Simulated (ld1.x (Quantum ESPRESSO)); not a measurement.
# What the settings do to the TM potential of osmium

Base potential:

osmium (Os), norm-conserving Troullier–Martins (Kleinman–Bylander form), made with ld1.x (Quantum ESPRESSO) 7.5 (PBE, scalar-relativistic). Core [Kr] 4d10 4f14, reference 5s2 5p6 5d6 6s2 6p0. Waves: 5s (bound): rc 1.40 bohr; 5d (bound): rc 1.50 bohr; 5p (bound): rc 1.30 bohr. Local part: the p channel. Core correction: none.

Occupied shells without a wave of their own: 6s. They enter only through the test configuration that unscreens the potential.

Cutoffs, loose and tight: the cutoffs (Ry, on a coarse ladder) from which the occupation-weighted sum of valence levels, in a spherical-Bessel basis at the reference potential, stays within 10 and 1 mRy of its value at 400 Ry. They do not see the model core or the augmentation charge, which bear on the density cutoff. Test errors are all-electron minus pseudo excitation energies from the reference, over the configurations 5s2 5p6 5d6 6s1 6p0; 5s2 5p6 5d6 6s0 6p0; 5s2 5p6 5d5 6s0 6p0; 5s2 5p6 5d7 6s1 6p0; 5s1 5p6 5d6 6s2 6p0; 5s2 5p6 5d7 6s0 6p0; 5s2 5p6 5d6 6s1.5 6p0. A dash means not determined; rows that change the core or the reference have their own tests.

Cutoffs are not given where the Bessel-basis levels miss the radial ones by over 6 mRy, ghosts where they miss by over 20 mRy; a channel whose overlap is not positive is not tested.

```csv
change,outcome,"cutoff, loose","cutoff, tight",bound ghosts,largest test error (meV)
base,"generated, misses its reference levels by 0.73 eV",110 Ry,160 Ry,none,-2913
"all radii scaled by about 1.12 (s 1.58, p 1.46, d 1.68 bohr)","generated, misses its reference levels by 2.45 eV",–,–,none,-9530
"all radii scaled by about 1.27 (s 1.78, p 1.64, d 1.90 bohr)","generated, misses its reference levels by 0.45 eV",50 Ry,80 Ry,none,+1750
"all radii scaled by about 1.33 (s 1.86, p 1.74, d 2.00 bohr)","generated, misses its reference levels by 0.44 eV",45 Ry,70 Ry,none,-1864
```

What comes out with this change to the base: all radii scaled by about 0.90 (s 1.26, p 1.18, d 1.36 bohr)?

outcome: generated, misses its reference levels by 0.32 eV; cutoff, loose: 120 Ry; cutoff, tight: 200 Ry; bound ghosts: none; largest test error (meV): -1305.

What comes out with this change to the base: all radii scaled by about 0.80 (s 1.12, p 1.04, d 1.20 bohr)?

outcome: generated, misses its reference levels by 0.32 eV; cutoff, loose: 140 Ry; cutoff, tight: 230 Ry; bound ghosts: none; largest test error (meV): -1322.

Reading the sweep of the scale of all radii (base = 1) (base included, trends over the rows without a ghost): The loose cutoff falls from 140 Ry at 0.8 to 45 Ry at 1.33. A larger radius leaves more room for a smooth pseudo-wave, so fewer plane waves are needed; a smaller one forces it to follow the all-electron wave where it bends sharply. The median size of the test errors (rows with all tests solved) is not monotonic: lowest 402.5 meV at 0.9, highest 2996.9 meV at 1.12.
